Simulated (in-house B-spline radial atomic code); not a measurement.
A run on Lu- that did not converge. Method: scalar-relativistic (X2C) B97-1, spin-polarised, spherical fractional occupations, exact exchange averaged over the configuration, Fermi nucleus of rms radius 5.37 fm; computed with a B-spline radial code for spherical atoms.

Command:
```bash
python run_scf.py task.json out
```
Settings (nuclear radius in fm, mass in u):
```
Z                71
configuration    [Xe] 4f14 5d2 6s2
hamiltonian      x2c
method           b97_1
spin_polarised   True
nucleus          fermi
rms_radius       5.37
atomic_mass      174.94078
speed_of_light   137.035999084
exact_exchange   averaged over the configuration
```

First and last ten iterations of the last attempt (damped for 15 steps, keeping 80 % of the old Fock matrix, then DIIS):
```
 iter        energy (Eh)    residual
    1      -14561.616914    4.84e-01
    2      -14410.323785    1.19e+00
    3      -14555.747479    4.71e-01
    4      -14560.934929    2.10e-01
    5      -14562.618733    9.22e-02
    6      -14563.099362    5.24e-02
    7      -14563.255261    3.69e-02
    8      -14563.326207    2.55e-02
    9      -14563.365828    1.57e-02
   10      -14563.389748    9.55e-03
  111      -14563.224322    2.73e-02
  112      -14563.222977    2.75e-02
  113      -14563.223286    2.74e-02
  114      -14563.223013    2.75e-02
  115      -14563.223458    2.74e-02
  116      -14563.371975    1.52e-02
  117      -14563.370524    1.56e-02
  118      -14563.371289    1.51e-02
  119      -14563.381717    1.17e-02
  120      -14563.224333    2.73e-02
 not converged after 120 iterations
```

The smallest residual met was 9.0e-03; the threshold is about 7e-07. No energy from this run should be used. Cost of the run: 7.2 s on 1 thread of AMD EPYC 7R43 64-Core Processor (shared host).
